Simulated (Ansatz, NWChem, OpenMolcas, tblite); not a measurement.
# How methods differ on Si2H4F2 (SMILES F[SiH2][SiH2]F)

Si2H4F2: 8 atoms, total charge 0, spin state singlet. As SMILES, `F[SiH2][SiH2]F`. Geometry: relaxed at PBE0-D4/def2-TZVP. This is one conformer, not always the lowest.

Quantity: the vertical energy of the triplet above the singlet, in eV. The values are calculated.

| level | kind | program | value (eV) | CPU time (all runs) |
| --- | --- | --- | --- | --- |
| IPEA1-xTB | semi-empirical | tblite | 4.32 | under 2 s |
| HF/6-31G* (spherical functions) | Hartree–Fock | NWChem | 6.30 | 39 s |
| SVWN5/6-31G* (spherical functions) | LDA | Ansatz | 5.14 | 11 s |
| TPSS/6-31G* (spherical functions) | meta-GGA | OpenMolcas | 5.39 | 92 s |
| PBE0/6-31G* (spherical functions) | global hybrid | Ansatz | 5.59 | 27 s |
| B3LYP/6-31G* (Cartesian functions) | global hybrid | Ansatz | 5.60 | 31 s |
| CAM-B3LYP/6-31G* (spherical functions) | range-separated hybrid | Ansatz | 5.85 | 27 s |
| RPA@PBE0/6-31G* (spherical functions) | RPA | Ansatz | 5.98 | 35 s |
| MP2/6-31G* (spherical functions) | perturbation theory | Ansatz | 6.15 | 7 s |
| CCSD/6-31G* (spherical functions) | coupled cluster or CI | Ansatz | 6.13 | 43 s |

The values span 4.32 to 6.30 eV. A triplet this far above the singlet is often a Rydberg-like or dissociative state; sets without diffuse functions put Rydberg states too high. The second state's dipole differs much between rows, so they may not all be the same state. CPU times are rough (shared hosts, several kinds of processor and program).
